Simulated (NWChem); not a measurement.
The numbers come from NWChem runs, not from measurements. System: disiloxane (H₆OSi₂), charge 0, spin multiplicity 1, at a geometry optimised with PBE0/def2-SVP. Level: RHF/6-31G* (spherical d).

Input file:

```
start mol
memory heap 200 mb stack 900 mb global 1100 mb
geometry units angstroms nocenter noautoz noautosym
  Si     0.383459    -1.552676     0.004847
  O     -0.357818    -0.073420    -0.018486
  Si    -0.258793     1.578258     0.002031
  H      0.616560    -1.989791     1.413909
  H     -0.498375    -2.541217    -0.677946
  H      1.698090    -1.485788    -0.704742
  H      0.997781     2.031655    -0.670129
  H     -0.260580     2.075822     1.410237
  H     -1.436251     2.138543    -0.719728
end
basis spherical
  * library 6-31g*
end
scf
  rhf
  nopen 0
  maxiter 100
  thresh 1e-7
  semidirect memsize 60000000 filesize 0
end
task scf energy
```

Part of the output:

```
             Northwest Computational Chemistry Package (NWChem) 7.3.0
             --------------------------------------------------------

                                NWChem Input Module
                                -------------------

 Scaling coordinates for geometry "geometry" by  1.889725989
 (inverse scale =  0.529177249)

                             Geometry "geometry" -> ""
                             -------------------------

 Output coordinates in angstroms (scale by  1.889725989 to convert to a.u.)

  No.       Tag          Charge          X              Y              Z
 ---- ---------------- ---------- -------------- -------------- --------------
    1 Si                  14.0000     0.38345900    -1.55267600     0.00484700
    2 O                    8.0000    -0.35781800    -0.07342000    -0.01848600
    3 Si                  14.0000    -0.25879300     1.57825800     0.00203100
    4 H                    1.0000     0.61656000    -1.98979100     1.41390900
    5 H                    1.0000    -0.49837500    -2.54121700    -0.67794600
    6 H                    1.0000     1.69809000    -1.48578800    -0.70474200
    7 H                    1.0000     0.99778100     2.03165500    -0.67012900
    8 H                    1.0000    -0.26058000     2.07582200     1.41023700
    9 H                    1.0000    -1.43625100     2.13854300    -0.71972800

 Effective nuclear repulsion energy (a.u.)     157.3740470253

            Nuclear Dipole moment (a.u.)
            ----------------------------
        X                 Y               Z
 ---------------- ---------------- ----------------
     0.0000094486     0.0000226767     0.0000094486


 Summary of "ao basis" -> "" (spherical)
 ------------------------------------------------------------------------------
       Tag                 Description            Shells   Functions and Types
 ---------------- ------------------------------  ------  ---------------------
 *                           6-31g*                   on all atoms

 Summary of "ao basis" -> "ao basis" (spherical)
 ------------------------------------------------------------------------------
       Tag                 Description            Shells   Functions and Types
 ---------------- ------------------------------  ------  ---------------------
 Si                          6-31g*                  8       18   4s3p1d
 O                           6-31g*                  6       14   3s2p1d
 H                           6-31g*                  2        2   2s

                                 NWChem SCF Module
                                 -----------------

  ao basis        = "ao basis"
  functions       =    62
  atoms           =     9
  closed shells   =    21
  open shells     =     0
  charge          =   0.00
  wavefunction    = RHF
  use symmetry    = F
  symmetry adapt  = F

 Summary of "ao basis" -> "ao basis" (spherical)
 ------------------------------------------------------------------------------
       Tag                 Description            Shells   Functions and Types
 ---------------- ------------------------------  ------  ---------------------
 Si                          6-31g*                  8       18   4s3p1d
 O                           6-31g*                  6       14   3s2p1d
 H                           6-31g*                  2        2   2s

 Forming initial guess at       0.0s

      Superposition of Atomic Density Guess
      -------------------------------------

 Sum of atomic energies:        -655.37836251

      Non-variational initial energy
      ------------------------------

 Total energy =    -656.274160
 1-e energy   =   -1220.172008
 2-e energy   =     406.523802
 HOMO         =      -0.381388
 LUMO         =       0.015196

 Starting SCF solution at       0.7s

 ----------------------------------------------
         Quadratically convergent ROHF

 Convergence threshold     :          1.000E-07
 Maximum no. of iterations :          100
 Final Fock-matrix accuracy:          1.000E-09
 ----------------------------------------------

              iter       energy          gnorm     gmax       time
             ----- ------------------- --------- --------- --------
                 1     -656.1888623711  9.79D-01  2.57D-01      0.7
                 2     -656.2450908157  2.94D-01  8.41D-02      0.7
                 3     -656.2544061047  1.39D-02  3.38D-03      0.8
                 4     -656.2544312547  6.81D-05  1.55D-05      0.9
                 5     -656.2544312554  1.92D-09  3.88D-10      1.0

       Final RHF  results
       ------------------

         Total SCF energy =   -656.254431255360
      One-electron energy =  -1222.459269394022
      Two-electron energy =    408.830791113336
 Nuclear repulsion energy =    157.374047025326

        Time for solution =      0.4s

             Final eigenvalues
             -----------------

              1
    1  -68.7962
    2  -68.7961
    3  -20.5577
    4   -6.1519
    5   -6.1519
    6   -4.2585
    7   -4.2585
    8   -4.2575
    9   -4.2575
   10   -4.2574
   11   -4.2574
   12   -1.3264
   13   -0.7855
   14   -0.6806
   15   -0.5897
   16   -0.5768
   17   -0.5763
   18   -0.4854
   19   -0.4828
   20   -0.4501
   21   -0.4445
   22    0.1262
   23    0.1691
   24    0.1863
   25    0.1989
   26    0.2090
   27    0.2299
   28    0.2767
   29    0.3015
   30    0.3055
   31    0.3856

                       ROHF Final Molecular Orbital Analysis
                       -------------------------------------

 Vector   19  Occ=2.000000D+00  E=-4.827620D-01
              MO Center=  4.9D-01,  9.6D-02, -2.6D-01, r^2= 5.6D+00
   Bfn.  Coefficient  Atom+Function         Bfn.  Coefficient  Atom+Function
  ----- ------------  ---------------      ----- ------------  ---------------
    39      0.252405  3 Si px                56     -0.245037  6 H  s
    58      0.245496  7 H  s                  7     -0.220937  1 Si px
    55     -0.187968  6 H  s                 57      0.188348  7 H  s

 Vector   20  Occ=2.000000D+00  E=-4.501207D-01
              MO Center=  2.4D-01,  4.4D-02, -3.9D-01, r^2= 4.7D+00
   Bfn.  Coefficient  Atom+Function         Bfn.  Coefficient  Atom+Function
  ----- ------------  ---------------      ----- ------------  ---------------
    21      0.325678  2 O  px                25      0.296446  2 O  px
    58     -0.256656  7 H  s                 56     -0.253673  6 H  s
    39     -0.203119  3 Si px                 7     -0.197410  1 Si px
    54      0.187942  5 H  s                 62      0.182824  9 H  s
    57     -0.172419  7 H  s                 55     -0.170540  6 H  s

 Vector   21  Occ=2.000000D+00  E=-4.445307D-01
              MO Center= -1.1D-01, -1.8D-02,  3.9D-01, r^2= 4.9D+00
   Bfn.  Coefficient  Atom+Function         Bfn.  Coefficient  Atom+Function
  ----- ------------  ---------------      ----- ------------  ---------------
    23      0.342492  2 O  pz                27      0.314246  2 O  pz
    52     -0.261139  4 H  s                 60     -0.259210  8 H  s
     9     -0.197752  1 Si pz                41     -0.197837  3 Si pz
    51     -0.174067  4 H  s                 59     -0.173047  8 H  s
    62      0.170414  9 H  s                 54      0.164191  5 H  s

 Vector   22  Occ=0.000000D+00  E= 1.261762D-01
              MO Center=  1.1D-01,  2.2D-02,  2.1D-02, r^2= 7.3D+00
   Bfn.  Coefficient  Atom+Function         Bfn.  Coefficient  Atom+Function
  ----- ------------  ---------------      ----- ------------  ---------------
    24      0.762341  2 O  s                 44      0.752285  3 Si py
    12     -0.686075  1 Si py                11      0.309080  1 Si px
    54     -0.205979  5 H  s                 62     -0.205228  9 H  s
    10      0.196241  1 Si s                 42      0.196343  3 Si s
    60     -0.170123  8 H  s                 52     -0.169034  4 H  s

 Vector   23  Occ=0.000000D+00  E= 1.691118D-01
              MO Center=  2.3D-01,  4.7D-02,  1.1D-02, r^2= 1.1D+01
   Bfn.  Coefficient  Atom+Function         Bfn.  Coefficient  Atom+Function
  ----- ------------  ---------------      ----- ------------  ---------------
    44      1.257015  3 Si py                12      1.174862  1 Si py
    11     -0.449544  1 Si px                54      0.305946  5 H  s
    62     -0.306422  9 H  s                 52      0.280466  4 H  s
    60     -0.280894  8 H  s                 26      0.269133  2 O  py
    56      0.223402  6 H  s                 58     -0.222770  7 H  s

 Vector   24  Occ=0.000000D+00  E= 1.863254D-01
              MO Center=  4.9D-01,  1.0D-01,  8.2D-02, r^2= 6.1D+00
   Bfn.  Coefficient  Atom+Function         Bfn.  Coefficient  Atom+Function
  ----- ------------  ---------------      ----- ------------  ---------------
    43      0.728319  3 Si px                45      0.727655  3 Si pz
    11      0.710248  1 Si px                54      0.708369  5 H  s
    62      0.704919  9 H  s                 13      0.684351  1 Si pz
    60     -0.458369  8 H  s                 52     -0.446060  4 H  s
    12      0.301700  1 Si py                27     -0.243581  2 O  pz

 center of mass
 --------------
 x =  -0.02688228 y =  -0.00551498 z =  -0.00124176

 moments of inertia (a.u.)
 ------------------
         603.577930942220         113.443963542281          -0.546199275627
         113.443963542281          73.826617688702           0.414814356549
          -0.546199275627           0.414814356549         634.810886315465

  Mulliken analysis of the total density
  --------------------------------------

    Atom       Charge   Shell Charges
 -----------   ------   -------------------------------------------------------
    1 Si  14    13.05   2.00  2.00  5.98  0.87  1.64  0.15  0.15  0.27
    2 O    8     8.92   2.00  0.86  2.94  0.96  2.14  0.01
    3 Si  14    13.05   2.00  2.00  5.98  0.87  1.64  0.15  0.15  0.27
    4 H    1     1.17   0.50  0.66
    5 H    1     1.16   0.50  0.66
    6 H    1     1.17   0.50  0.67
    7 H    1     1.17   0.50  0.67
    8 H    1     1.17   0.50  0.66
    9 H    1     1.16   0.50  0.66

       Multipole analysis of the density wrt the origin
       ------------------------------------------------

     L   x y z        total         open         nuclear
     -   - - -        -----         ----         -------
     0   0 0 0     -0.000000      0.000000     42.000000

     1   1 0 0      0.182311      0.000000      0.000009
     1   0 1 0      0.037429      0.000000      0.000023
     1   0 0 1      0.007339      0.000000      0.000009

     2   2 0 0    -27.263766      0.000000     38.063238
     2   1 1 0     -0.422532      0.000000    -63.965088
     2   1 0 1      0.011342      0.000000      0.293125
     2   0 2 0    -25.282360      0.000000    336.757015
     2   0 1 1      0.001586      0.000000     -0.236922
     2   0 0 2    -27.084453      0.000000     21.120635

 Task  times  cpu:        1.0s     wall:        1.0s

 Total times  cpu:        1.1s     wall:        1.1s
```
